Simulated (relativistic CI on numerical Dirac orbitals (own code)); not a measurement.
Ni2+ in a cubic cluster: 1s photoemission with charge transfer

Computed with a charge-transfer multiplet model of a cubic metal-ligand cluster with up to 2 ligand holes, Slater and spin-orbit integrals from Dirac-Coulomb-Breit ions, Slater integrals scaled by 0.7. The ground state mixes d8 with configurations of k ligand holes L, whose averages lie at kΔ + k(k − 1)U_dd/2; a core hole lowers each added d electron by U_cd. 300 K, Lorentzian 1.1 eV and Gaussian 0.6 eV FWHM.

Atomic integrals in eV (Slater integrals scaled, ζ unscaled), ground: F2dd 8.519, F4dd 5.287, zeta_d 0.080; with the core hole: F2dd 9.731, F4dd 6.072, zeta_d 0.112, G2cd 0.057.

Cluster parameters (eV): Δ = 2.4, U_dd = 6.9, U_cd = 8.8, 10Dq(ligand) = 0.2, V(eg) = 1.3, V(t2g) = -0.64, final-state hopping factor = 1.

```csv
Case,n_d,d8,d9L,d10L2,S
10Dq = 0.95 eV,8.15,0.85,0.15,0.00,1.00
10Dq = 1.25 eV,8.14,0.86,0.14,0.00,1.00
10Dq = 1.55 eV,8.13,0.87,0.13,0.00,1.00
10Dq = 2.15 eV,8.12,0.88,0.12,0.00,1.00
10Dq = 2.45 eV,8.11,0.89,0.11,0.00,1.00
```

Weights, n_d and S are thermal averages at 300 K. Binding energies count from the first peak over 30 % of the highest in each spectrum, which can be another peak from case to case. The parameters are a model scan and need not match a compound or its usual spin state. Peaks in eV (height, largest 100):
- 10Dq = 0.95 eV: 0.0 (58), 3.8 (40), 7.2 (100)
- 10Dq = 1.25 eV: 0.0 (60), 3.8 (40), 7.0 (100)
- 10Dq = 1.55 eV: 0.0 (61), 3.9 (42), 6.8 (100)
- 10Dq = 2.15 eV: 0.0 (66), 4.0 (49), 6.5 (100)
- 10Dq = 2.45 eV: 0.0 (70), 4.2 (55), 6.4 (100)

Curve for 10Dq = 1.55 eV (points under 2 left out, the grid thinned):

(E (eV), Intensity): (-3.8, 2.0), (-3.5, 2.3), (-3.1, 2.8), (-2.8, 3.4), (-2.5, 4.1), (-2.1, 5.6), (-1.8, 7.4), (-1.4, 11.5), (-1.1, 17.4), (-0.8, 27.7), (-0.4, 49.3), (-0.1, 60.7), (0.2, 55.5), (0.6, 34.3), (0.9, 22.1), (1.2, 15.3), (1.6, 11.2), (1.9, 10.2), (2.3, 10.6), (2.6, 12.5), (2.9, 16.6), (3.3, 27.4), (3.6, 37.8), (3.9, 42.2), (4.3, 33.4), (4.6, 24.9), (4.9, 20.6), (5.3, 21.2), (5.6, 26.6), (6.0, 44.4), (6.3, 68.7), (6.6, 93.8), (7.0, 92.9), (7.3, 66.9), (7.6, 42.0), (8.0, 23.0), (8.3, 15.6), (8.6, 11.3), (9.0, 7.8), (9.3, 6.2), (9.7, 4.7), (10.0, 3.9), (10.3, 3.3), (10.7, 2.7), (11.0, 2.4)

For the case 10Dq = 1.55 eV, Δ = 2.4 eV is smaller than U_dd = 6.9 eV, the charge-transfer side of the Zaanen-Sawatzky-Allen scheme. With the core hole the average of the configuration with one ligand hole lies at Δ − U_cd = -6.4 eV before mixing: it lies below the unscreened one, so the lowest final states are mostly screened and the unscreened weight appears at higher binding energy as a satellite.
